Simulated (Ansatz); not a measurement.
Ansatz (a first-principles code) input (HF/3-21G): The .json file is the Basis Set Exchange's 3-21G.

Ansatz 0.2 input:
```yaml
crystal:
  periodic: [false, false, false]
  atoms:
    - {symbol: C, position_ang: [-2.34248445, 1.23896276, 0.37348148]}
    - {symbol: Si, position_ang: [-1.66323897, -0.43021524, -0.23783443]}
    - {symbol: O, position_ang: [-0.01485870, -0.48633248, -0.18740405]}
    - {symbol: Si, position_ang: [1.63279444, -0.56624932, -0.14614465]}
    - {symbol: C, position_ang: [2.41219589, 1.04272731, 0.50574822]}
    - {symbol: H, position_ang: [-1.98350594, 2.06179866, -0.23649463]}
    - {symbol: H, position_ang: [-3.42805032, 1.23371408, 0.32406256]}
    - {symbol: H, position_ang: [-2.05505480, 1.43259835, 1.40201676]}
    - {symbol: H, position_ang: [-2.22316951, -1.51346314, 0.61559064]}
    - {symbol: H, position_ang: [-2.12485715, -0.64890471, -1.63582089]}
    - {symbol: H, position_ang: [2.05339870, -1.68996592, 0.73455715]}
    - {symbol: H, position_ang: [2.15171106, -0.82540749, -1.51685438]}
    - {symbol: H, position_ang: [2.15659700, 1.89092809, -0.12132434]}
    - {symbol: H, position_ang: [3.49470717, 0.94799762, 0.51664134]}
    - {symbol: H, position_ang: [2.08504814, 1.26172778, 1.51718705]}
basis:
  gaussian:
    orbitals: 3-21G.json
hamiltonian:
  xc: {name: HF}
phonons: {temperatures: {t_min: 298.15, t_max: 298.15, t_step: 100}}
```

Output:

```
Functional definition: HF
integrals: 0.02 GiB planned
887 factors; integrals over basis functions are off by at most 5.4e-4 eV
mean field: 0.22 GiB planned
mean field evaluation 1: about -19874.2575 eV, gradient 3.7e1 eV
mean field evaluation 2: about -19874.5298 eV, gradient 3.7e1 eV
mean field evaluation 4: about -19877.3589 eV, gradient 3.2e0 eV
mean field evaluation 8: about -19877.3945 eV, gradient 1.4e-4 eV
mean field -19877.39449416 eV, -730.4807742784 hartree, gradient 5.5e-5 eV, S^2 0.000000; 0 other end points of the search recorded, 0 dependent functions left out
the calculation of the forces begins
reference -19877.39449416 eV, -730.4807742784 hartree; 29, 29 occupied and 44, 44 virtual orbitals, 887 factors
these checks for a lower state are left out or cut short: stability, starts, cluster_reference, orbital_swaps, neighbouring_geometries, increment
integrals: 0.02 GiB planned
887 factors; integrals over basis functions are off by at most 5.4e-4 eV
mean field: 0.22 GiB planned
mean field evaluation 16: about -19877.3943 eV, gradient 2.6e-3 eV
mean field -19877.39435384 eV, -730.4807691218 hartree, gradient 3.4e-6 eV, S^2 0.000000; 0 other end points of the search recorded, 0 dependent functions left out
the calculation of the forces begins
reference -19877.39435384 eV, -730.4807691218 hartree; 29, 29 occupied and 44, 44 virtual orbitals, 887 factors
these checks for a lower state are left out or cut short: stability, starts, cluster_reference, orbital_swaps, neighbouring_geometries, increment
integrals: 0.02 GiB planned
887 factors; integrals over basis functions are off by at most 5.4e-4 eV
mean field: 0.22 GiB planned
mean field evaluation 32: about -19877.3944 eV, gradient 3.4e-6 eV
mean field -19877.39435504 eV, -730.4807691657 hartree, gradient 3.4e-6 eV, S^2 0.000000; 0 other end points of the search recorded, 0 dependent functions left out
the calculation of the forces begins
reference -19877.39435504 eV, -730.4807691657 hartree; 29, 29 occupied and 44, 44 virtual orbitals, 887 factors
these checks for a lower state are left out or cut short: stability, starts, cluster_reference, orbital_swaps, neighbouring_geometries, increment
integrals: 0.02 GiB planned
887 factors; integrals over basis functions are off by at most 5.4e-4 eV
mean field: 0.22 GiB planned
mean field -19877.39432346 eV, -730.4807680053 hartree, gradient 3.4e-6 eV, S^2 0.000000; 0 other end points of the search recorded, 0 dependent functions left out
the calculation of the forces begins
reference -19877.39432346 eV, -730.4807680053 hartree; 29, 29 occupied and 44, 44 virtual orbitals, 887 factors
these checks for a lower state are left out or cut short: stability, starts, cluster_reference, orbital_swaps, neighbouring_geometries, increment
integrals: 0.02 GiB planned
887 factors; integrals over basis functions are off by at most 5.4e-4 eV
mean field: 0.22 GiB planned
mean field -19877.39432292 eV, -730.4807679857 hartree, gradient 3.4e-6 eV, S^2 0.000000; 0 other end points of the search recorded, 0 dependent functions left out
the calculation of the forces begins
reference -19877.39432292 eV, -730.4807679857 hartree; 29, 29 occupied and 44, 44 virtual orbitals, 887 factors
these checks for a lower state are left out or cut short: stability, starts, cluster_reference, orbital_swaps, neighbouring_geometries, increment
integrals: 0.02 GiB planned
887 factors; integrals over basis functions are off by at most 5.4e-4 eV
mean field: 0.22 GiB planned
mean field -19877.39438714 eV, -730.4807703456 hartree, gradient 3.4e-6 eV, S^2 0.000000; 0 other end points of the search recorded, 0 dependent functions left out
the calculation of the forces begins
reference -19877.39438714 eV, -730.4807703456 hartree; 29, 29 occupied and 44, 44 virtual orbitals, 887 factors
these checks for a lower state are left out or cut short: stability, starts, cluster_reference, orbital_swaps, neighbouring_geometries, increment
integrals: 0.02 GiB planned
887 factors; integrals over basis functions are off by at most 5.4e-4 eV
mean field: 0.22 GiB planned
mean field evaluation 64: about -19877.3944 eV, gradient 2.6e-3 eV
mean field -19877.39438658 eV, -730.4807703248 hartree, gradient 3.4e-6 eV, S^2 0.000000; 0 other end points of the search recorded, 0 dependent functions left out
the calculation of the forces begins
reference -19877.39438658 eV, -730.4807703248 hartree; 29, 29 occupied and 44, 44 virtual orbitals, 887 factors
these checks for a lower state are left out or cut short: stability, starts, cluster_reference, orbital_swaps, neighbouring_geometries, increment
integrals: 0.02 GiB planned
887 factors; integrals over basis functions are off by at most 5.4e-4 eV
mean field: 0.22 GiB planned
[...]
the calculation of the forces begins
reference -19877.39444695 eV, -730.4807725436 hartree; 29, 29 occupied and 44, 44 virtual orbitals, 887 factors
these checks for a lower state are left out or cut short: stability, starts, cluster_reference, orbital_swaps, neighbouring_geometries, increment
integrals: 0.02 GiB planned
887 factors; integrals over basis functions are off by at most 5.4e-4 eV
mean field: 0.22 GiB planned
mean field evaluation 160: about -19877.3944 eV, gradient 3.4e-6 eV
mean field -19877.39444707 eV, -730.4807725479 hartree, gradient 3.4e-6 eV, S^2 0.000000; 0 other end points of the search recorded, 0 dependent functions left out
the calculation of the forces begins
reference -19877.39444707 eV, -730.4807725479 hartree; 29, 29 occupied and 44, 44 virtual orbitals, 887 factors
these checks for a lower state are left out or cut short: stability, starts, cluster_reference, orbital_swaps, neighbouring_geometries, increment
integrals: 0.02 GiB planned
887 factors; integrals over basis functions are off by at most 5.4e-4 eV
mean field: 0.22 GiB planned
mean field -19877.39447893 eV, -730.4807737188 hartree, gradient 3.4e-6 eV, S^2 0.000000; 0 other end points of the search recorded, 0 dependent functions left out
the calculation of the forces begins
reference -19877.39447893 eV, -730.4807737188 hartree; 29, 29 occupied and 44, 44 virtual orbitals, 887 factors
these checks for a lower state are left out or cut short: stability, starts, cluster_reference, orbital_swaps, neighbouring_geometries, increment
integrals: 0.02 GiB planned
887 factors; integrals over basis functions are off by at most 5.4e-4 eV
mean field: 0.22 GiB planned
mean field -19877.39447840 eV, -730.4807736995 hartree, gradient 3.4e-6 eV, S^2 0.000000; 0 other end points of the search recorded, 0 dependent functions left out
the calculation of the forces begins
reference -19877.39447840 eV, -730.4807736995 hartree; 29, 29 occupied and 44, 44 virtual orbitals, 887 factors
these checks for a lower state are left out or cut short: stability, starts, cluster_reference, orbital_swaps, neighbouring_geometries, increment
integrals: 0.02 GiB planned
887 factors; integrals over basis functions are off by at most 5.4e-4 eV
mean field: 0.22 GiB planned
mean field -19877.39442948 eV, -730.4807719016 hartree, gradient 3.4e-6 eV, S^2 0.000000; 0 other end points of the search recorded, 0 dependent functions left out
the calculation of the forces begins
reference -19877.39442948 eV, -730.4807719016 hartree; 29, 29 occupied and 44, 44 virtual orbitals, 887 factors
these checks for a lower state are left out or cut short: stability, starts, cluster_reference, orbital_swaps, neighbouring_geometries, increment
integrals: 0.02 GiB planned
887 factors; integrals over basis functions are off by at most 5.4e-4 eV
mean field: 0.22 GiB planned
mean field evaluation 192: about -19877.3908 eV, gradient 1.2e0 eV
mean field -19877.39443057 eV, -730.4807719417 hartree, gradient 3.4e-6 eV, S^2 0.000000; 0 other end points of the search recorded, 0 dependent functions left out
the calculation of the forces begins
reference -19877.39443057 eV, -730.4807719417 hartree; 29, 29 occupied and 44, 44 virtual orbitals, 887 factors
these checks for a lower state are left out or cut short: stability, starts, cluster_reference, orbital_swaps, neighbouring_geometries, increment
integrals: 0.02 GiB planned
887 factors; integrals over basis functions are off by at most 5.4e-4 eV
mean field: 0.22 GiB planned
mean field -19877.39447787 eV, -730.4807736799 hartree, gradient 3.4e-6 eV, S^2 0.000000; 0 other end points of the search recorded, 0 dependent functions left out
the calculation of the forces begins
reference -19877.39447787 eV, -730.4807736799 hartree; 29, 29 occupied and 44, 44 virtual orbitals, 887 factors
these checks for a lower state are left out or cut short: stability, starts, cluster_reference, orbital_swaps, neighbouring_geometries, increment
integrals: 0.02 GiB planned
887 factors; integrals over basis functions are off by at most 5.4e-4 eV
mean field: 0.22 GiB planned
mean field -19877.39447815 eV, -730.4807736902 hartree, gradient 3.4e-6 eV, S^2 0.000000; 0 other end points of the search recorded, 0 dependent functions left out
the calculation of the forces begins
reference -19877.39447815 eV, -730.4807736902 hartree; 29, 29 occupied and 44, 44 virtual orbitals, 887 factors
these checks for a lower state are left out or cut short: stability, starts, cluster_reference, orbital_swaps, neighbouring_geometries, increment
integrals: 0.02 GiB planned
887 factors; integrals over basis functions are off by at most 5.4e-4 eV
mean field: 0.22 GiB planned
mean field evaluation 224: about -19877.3945 eV, gradient 8.6e-7 eV
mean field -19877.39446002 eV, -730.4807730238 hartree, gradient 3.4e-6 eV, S^2 0.000000; 0 other end points of the search recorded, 0 dependent functions left out
the calculation of the forces begins
reference -19877.39446002 eV, -730.4807730238 hartree; 29, 29 occupied and 44, 44 virtual orbitals, 887 factors
these checks for a lower state are left out or cut short: stability, starts, cluster_reference, orbital_swaps, neighbouring_geometries, increment
integrals: 0.02 GiB planned
887 factors; integrals over basis functions are off by at most 5.4e-4 eV
mean field: 0.22 GiB planned
mean field -19877.39445960 eV, -730.4807730085 hartree, gradient 3.4e-6 eV, S^2 0.000000; 0 other end points of the search recorded, 0 dependent functions left out
the calculation of the forces begins
reference -19877.39445960 eV, -730.4807730085 hartree; 29, 29 occupied and 44, 44 virtual orbitals, 887 factors
these checks for a lower state are left out or cut short: stability, starts, cluster_reference, orbital_swaps, neighbouring_geometries, increment
integrals: 0.02 GiB planned
887 factors; integrals over basis functions are off by at most 5.4e-4 eV
mean field: 0.22 GiB planned
mean field -19877.39446985 eV, -730.4807733852 hartree, gradient 3.4e-6 eV, S^2 0.000000; 0 other end points of the search recorded, 0 dependent functions left out
the calculation of the forces begins
reference -19877.39446985 eV, -730.4807733852 hartree; 29, 29 occupied and 44, 44 virtual orbitals, 887 factors
these checks for a lower state are left out or cut short: stability, starts, cluster_reference, orbital_swaps, neighbouring_geometries, increment
integrals: 0.02 GiB planned
887 factors; integrals over basis functions are off by at most 5.4e-4 eV
mean field: 0.22 GiB planned
mean field -19877.39446975 eV, -730.4807733814 hartree, gradient 3.4e-6 eV, S^2 0.000000; 0 other end points of the search recorded, 0 dependent functions left out
the calculation of the forces begins
reference -19877.39446975 eV, -730.4807733814 hartree; 29, 29 occupied and 44, 44 virtual orbitals, 887 factors
Total energy: -19877.39449416 eV, -730.4807742784 hartree
Atom 0 at    -2.342484     1.238963     0.373481 Å, force     0.000210    -0.000295    -0.000104 eV/Å
Atom 1 at    -1.663239    -0.430215    -0.237834 Å, force     0.000027     0.000167     0.000065 eV/Å
Atom 2 at    -0.014859    -0.486332    -0.187404 Å, force    -0.000006    -0.000203    -0.000078 eV/Å
Atom 3 at     1.632794    -0.566249    -0.146145 Å, force    -0.000016     0.000169     0.000064 eV/Å
Atom 4 at     2.412196     1.042727     0.505748 Å, force    -0.000227    -0.000277    -0.000116 eV/Å
Atom 5 at    -1.983506     2.061799    -0.236495 Å, force    -0.000017    -0.000033    -0.000009 eV/Å
Atom 6 at    -3.428050     1.233714     0.324063 Å, force    -0.000233     0.000099     0.000028 eV/Å
Atom 7 at    -2.055055     1.432598     1.402017 Å, force    -0.000017    -0.000030    -0.000016 eV/Å
Atom 8 at    -2.223170    -1.513463     0.615591 Å, force    -0.000058     0.000108     0.000014 eV/Å
Atom 9 at    -2.124857    -0.648905    -1.635821 Å, force    -0.000060     0.000092     0.000057 eV/Å
Atom 10 at     2.053399    -1.689966     0.734557 Å, force     0.000066     0.000103     0.000018 eV/Å
Atom 11 at     2.151711    -0.825407    -1.516854 Å, force     0.000064     0.000087     0.000061 eV/Å
Atom 12 at     2.156597     1.890928    -0.121324 Å, force     0.000015    -0.000034    -0.000008 eV/Å
Atom 13 at     3.494707     0.947998     0.516641 Å, force     0.000238     0.000079     0.000041 eV/Å
Atom 14 at     2.085048     1.261728     1.517187 Å, force     0.000015    -0.000032    -0.000016 eV/Å
Dipole moment:     0.006143     0.201052     0.077473 e Å
Vibrations: 12.12 64.90 109.44 148.92 167.92 219.35 314.66 540.53 560.72 563.12 721.66 746.75 799.97 846.67 868.49 899.72 996.23 1002.73 1010.74 1039.17 1059.23 1114.42 1284.56 1481.82 1483.57 1626.45 1628.53 1632.08 1635.43 2256.07 2261.62 2275.00 2286.13 3184.31 3184.45 3250.65 3251.21 3260.04 3260.33 cm⁻¹, zero-point energy 3.288662 eV
```

The blocks after the first are displaced geometries, from whose forces the wavenumbers follow.
